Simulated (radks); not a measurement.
The numbers below are computed, except where a source is named.
Question: Ionisation of the lead ion Pb+, [Hg] 6p1, to Pb2+, [Hg], under several functionals. Scalar-relativistic Kohn-Sham, spin-unpolarised, spherical densities, point nucleus; a radial shooting solver on a logarithmic mesh with Libxc functionals. The NIST Atomic Spectra Database gives 15.032 eV (measured). Rank these functionals by the error of their Delta-SCF ionisation energy: PBE; BLYP; HCTH/407; XLYP.

Answer: From best to worst: XLYP 13.540 eV (-1.493); HCTH/407 13.517 eV (-1.515); BLYP 13.495 eV (-1.537); PBE 13.445 eV (-1.588). Spin polarisation and multiplet splitting are left out, so open shells lie too high by an amount that depends on their filling. Spin-orbit splitting is averaged out at the scalar-relativistic level.

Beside tabulated values, note that spin-unpolarised runs miss the spin-polarisation part of the exchange energy of open shells, and scalar-relativistic runs lack spin-orbit coupling.
